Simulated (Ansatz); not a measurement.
CH6GeOSi can be A, `[OH][GeH]1[CH2][SiH2]1`, or B, `O[SiH]1[CH2][GeH2]1`.

Calculated with Ansatz (gas phase, PBE0-D4/def2-TZVP geometries, no zero-point term in ΔE). CBS: MP2 limit from def2 TZ/QZ plus the TZ coupled-cluster correction, frozen cores. Functionals use def2-TZVPP. B3LYP here is the variant with VWN-RPA as its local correlation; programs differ in this. For Ge outer-core shells are correlated without core-valence functions, which leaves a few kJ/mol of doubt a bond. Scalar relativity is left out up to krypton. Each species was taken in one conformer, which may not be the lowest.

(1) Which isomer does CCSD(T)/CBS put lower? Give the gap. (An estimate is asked.)

(2) Give E(B) − E(A) in kcal/mol with CCSD/def2-TZVPP, ωB97M-V, B3LYP, CCSD(T)/def2-TZVPP, PBE-D4, PBE0-D4, HF/def2-TZVPP. (Estimate.)

Largest T1 diagnostic: 0.012.

## Answers

(1) The calculation gave: B, by 17.3 kcal/mol.

(2) Ansatz gave: CCSD/def2-TZVPP -17.0, ωB97M-V -17.6, B3LYP -17.3, CCSD(T)/def2-TZVPP -16.6, PBE-D4 -16.2, PBE0-D4 -17.0, HF/def2-TZVPP -17.6. None reverses the order clearly.

From PBE to PBE0 (25 % exact exchange), in def2-TZVPP and without D4, E(B) − E(A) moves by −0.8 kcal/mol.
